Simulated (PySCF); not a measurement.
# Mayer bond orders and bond lengths

Species: C₃HF₂NS.
Numbering: `[F:1][c:2]1[cH:3][s:4][c:5]([F:6])[n:7]1` (hydrogens: H8 on C3)

Geometry (GFN2-xTB, Å), atoms numbered from 1 in this order:
```xyz
8
C3HF2NS angstrom
F     -1.5304    1.6966    0.3368
C     -0.6521    0.7065    0.3590
C     -0.9826   -0.6117    0.3265
S      0.4509   -1.5637    0.3721
C      1.3525   -0.0719    0.4314
F      2.6615   -0.0997    0.4860
N      0.6652    1.0062    0.4182
H     -1.9560   -1.0529    0.2803
```

Bond orders from the PBE0/pcSseg-1 density (PySCF). Isolated species at its GFN2-xTB geometry, gas phase.

**Question.** How far do the computed orders between heavy atoms stray from the drawn ones?

**Answer.** The largest departure is 0.398, at C3–S4 (drawn aromatic, 1.102), counting aromatic bonds as 1.5. The bonds drawn aromatic range from 1.10 to 1.63.

**Question.** Set the Mayer orders of the bonds between heavy atoms beside their lengths.

**Answer.** 
```json
{"bond": "F1–C2", "drawn as": "single", "length (Å)": "1.324", "Mayer order": "1.017"}
{"bond": "C2–C3", "drawn as": "aromatic", "length (Å)": "1.359", "Mayer order": "1.583"}
{"bond": "C3–S4", "drawn as": "aromatic", "length (Å)": "1.721", "Mayer order": "1.102"}
{"bond": "S4–C5", "drawn as": "aromatic", "length (Å)": "1.744", "Mayer order": "1.150"}
{"bond": "C5–F6", "drawn as": "single", "length (Å)": "1.310", "Mayer order": "1.025"}
{"bond": "C5–N7", "drawn as": "aromatic", "length (Å)": "1.279", "Mayer order": "1.633"}
{"bond": "N7–C2", "drawn as": "aromatic", "length (Å)": "1.352", "Mayer order": "1.266"}
```

Bonds between the same two heavy elements. C–F: all 2 within 0.02 of one another (1.017 to 1.025). C–S: lowest C3–S4 (1.102, 1.721 Å), highest S4–C5 (1.150, 1.744 Å); in 1 of the 1 pairs the longer bond (by over 0.003 Å) has the higher order (by 0.02 or more). C–N: lowest N7–C2 (1.266, 1.352 Å), highest C5–N7 (1.633, 1.279 Å).

**Question.** And the bonds to hydrogen?

**Answer.** C–H: 0.94 (1 bond).

**Question.** Sum the orders of all bonds at each heavy atom with more than one neighbour and set the sums beside the valence in the SMILES.

**Answer.** C2 3.866 (drawn 4), C3 3.621 (drawn 4), S4 2.252 (drawn 2), C5 3.808 (drawn 4), N7 2.899 (drawn 3). Orders between atoms that aren't bonded are not in these sums.

The Mayer order sums products of elements of PS (density times overlap matrix) between the two atoms' basis functions, so it depends on the basis set.
